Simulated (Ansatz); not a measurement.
Geometry optimisation, Ansatz, RKS BHLYP/def2-SVP.

The input (input.yaml):

```yaml
crystal:
  periodic: [false, false, false]
  atoms:
    - { symbol: C, position_ang: [-1.137, 1.0622, -0.6677] }
    - { symbol: Te, position_ang: [-1.5738, -0.9797, -0.3618] }
    - { symbol: Si, position_ang: [0.5403, -1.2288, 0.8636] }
    - { symbol: S, position_ang: [2.3014, -0.9565, -0.4688] }
    - { symbol: H, position_ang: [-0.3037, 1.2192, -1.3618] }
    - { symbol: H, position_ang: [-0.9873, 1.619, 0.2915] }
    - { symbol: H, position_ang: [-2.0439, 1.5767, -1.1532] }
    - { symbol: H, position_ang: [0.6725, -2.561, 1.4557] }
    - { symbol: H, position_ang: [0.6487, -0.2104, 1.9925] }
    - { symbol: H, position_ang: [3.13137, -1.38893, 0.58607] }
basis:
  gaussian: { orbitals: def2-SVP }
hamiltonian:
  xc: { name: BHLYP }
relax:
  f_tol: 0.015
  max_steps: 40
```

Launched with:

```bash
$ ansatz run input.yaml --threads 2 --pin off --max-ram 3072MiB --backend cpu --events-out ev --progress --plain --runs-dir out
```

Question: Where does it end, and by what steps?

Answer: The forces met the threshold. After 14 steps the energy has fallen by 0.317 eV; H10 moved furthest, 0.67 Å.

| step | energy less start (eV) | largest force component (eV/Å) | accepted |
| --- | --- | --- | --- |
| 0 | 0.0000 | 2.564 | yes |
| 1 | -0.2258 | 0.674 | yes |
| 2 | -0.2709 | 0.343 | yes |
| 3 | -0.2925 | 0.166 | yes |
| 4 | -0.3044 | 0.098 | yes |
| 5 | -0.3102 | 0.095 | yes |
| 6 | -0.3141 | 0.044 | yes |
| 7 | -0.3140 | 0.225 | no |
| 8 | -0.3138 | 0.123 | no |
| 9 | -0.3153 | 0.025 | yes |
| 10 | -0.3155 | 0.115 | yes |
| 11 | -0.3163 | 0.048 | yes |
| 12 | -0.3171 | 0.022 | yes |
| 13 | -0.3171 | 0.018 | yes |
| 14 | -0.3172 | 0.010 | yes |

```xyz
10
Properties=species:S:1:pos:R:3
C -1.101 1.138 -0.690
Te -1.636 -0.884 -0.121
Si 0.557 -1.377 0.951
S 2.123 -1.101 -0.505
H -0.117 1.125 -1.157
H -1.107 1.784 0.186
H -1.850 1.473 -1.407
H 0.467 -2.771 1.438
H 0.848 -0.482 2.093
H 3.064 -0.753 0.388
```

Whether the end is a true minimum wasn't checked by a vibrational analysis.

The run took 61 s on 2 threads of Arm Neoverse V1, with other jobs on the host, peak memory 0.26 GiB.
